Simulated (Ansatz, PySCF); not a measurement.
Si(H)2(Me)(NHMe) (C2H9NSi), SMILES CN[SiH2]C. Atoms are numbered in the order given.

```xyz
13

Si     0.5606    -0.3696     0.5885
C      1.7028     0.7774    -0.3701
N     -0.9383    -0.5980    -0.2632
C     -1.8657     0.4653    -0.6007
H      1.1541    -1.7323     0.7295
H      0.4027     0.2048     1.9691
H      1.2637     1.7828    -0.4770
H      1.9008     0.3815    -1.3786
H      2.6640     0.8920     0.1572
H     -1.3845    -1.5044    -0.1608
H     -2.5800     0.7202     0.2091
H     -1.3115     1.3875    -0.8408
H     -2.4580     0.2124    -1.4974
```

The structure is a stationary point at B3LYP-D3(BJ)/def2-SVP. Other conformers were not sampled.

Two levels are set side by side: PBE-D3(BJ)/def2-SVP (Ansatz, a quantum-chemistry and plane-wave program) and B3LYP-D3(BJ)/def2-SVP (Ansatz). Each level has its own optimised geometry; the coordinates shown are those of the second. Frequencies come from the Hessian of PySCF at each geometry. Differences are taken from unrounded values.

| quantity | B3LYP-D3(BJ) | PBE-D3(BJ) | PBE-D3(BJ) minus B3LYP-D3(BJ) |
|---|---|---|---|
| mean bond length (Å) | 1.309 | 1.317 | 0.008 |
| bond Si1–C2 (Å) | 1.881 | 1.886 | 0.005 |
| bond Si1–N3 (Å) | 1.739 | 1.750 | 0.011 |
| bond N3–C4 (Å) | 1.451 | 1.452 | 0.001 |
| bond Si1–H5 (Å) | 1.493 | 1.506 | 0.013 |
| bond Si1–H6 (Å) | 1.504 | 1.518 | 0.015 |
| bond C2–H7 (Å) | 1.102 | 1.109 | 0.007 |
| bond C2–H8 (Å) | 1.101 | 1.108 | 0.007 |
| bond C2–H9 (Å) | 1.102 | 1.109 | 0.007 |
| bond N3–H10 (Å) | 1.015 | 1.023 | 0.008 |
| bond C4–H11 (Å) | 1.109 | 1.118 | 0.009 |
| bond C4–H12 (Å) | 1.102 | 1.110 | 0.008 |
| bond C4–H13 (Å) | 1.104 | 1.112 | 0.008 |
| highest harmonic wavenumber (cm⁻¹) | 3590 | 3512 | -78 |
| mean harmonic wavenumber (cm⁻¹) | 1429 | 1392 | -37 |
| zero-point energy (kcal/mol) | 67.43 | 65.68 | -1.75 |

GGA bonds tend to be longer and softer than those of functionals with exact exchange. Differences between two approximate levels are no errors against the true value.
